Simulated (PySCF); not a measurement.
C5H7NSSi.
Geometry (GFN2-xTB, Å), atoms numbered from 1 in this order:
```
atom  x, y, z in Å
N1     3.9062    0.0112   -0.4132
C2     2.8411   -0.2333   -1.0454
C3     1.5299   -0.2970   -0.5177
C4     0.4576   -0.3448    0.0363
C5    -0.8556   -0.3515    0.6030
C6    -1.9460   -0.8588   -0.3556
S7    -3.2036    0.4843   -0.2722
Si8   -1.6420    1.3880    0.8921
H9     3.7795    0.1738    0.5856
H10    2.9308   -0.4118   -2.1147
H11   -0.8439   -0.9411    1.5236
H12   -1.5948   -0.9445   -1.3822
H13   -2.4004   -1.7992   -0.0515
H14   -0.9549    2.4770    0.2151
H15   -2.0081    1.6557    2.2748
```

Computed at PBE0/pcSseg-1 (PySCF, non-relativistic), with Q(14N) = 0.02044 b, Q(33S) = −0.0678 b: N1, 14N (I = 1): χzz = -4.972 MHz, η = 0.396; S7, 33S (I = 3/2): χzz = 35.95 MHz, η = 0.915.

(1) Find the zero-field quadrupole resonance frequencies of 14N at N1.

(2) Where would the pure quadrupole (NQR) lines of 33S at S7 fall for the rigid, isolated species?

Answers

(1) From ν± = (3/4)|χ|(1 ± η/3) and ν0 = |χ|η/2: ν+ 4.222 MHz, ν− 3.237 MHz, ν0 0.985 MHz (imine nitrogen).

(2) From ν = (|χ|/2)√(1 + η²/3): ν = 20.33 MHz (sulfur bonded to C and Si).

In a crystal, neighbours and librations shift these lines. GFN2-xTB bond lengths can be off by several hundredths of an ångström, more for odd bonds, and the gradients follow them. These gradients aren't converged with respect to the basis.

These values come from a run that also computed NMR shieldings. Hardware: one thread of an Arm Neoverse N1 (shared host). Cost: 67 s wall (grids of density and orbitals included), 0.97 GiB resident at most.
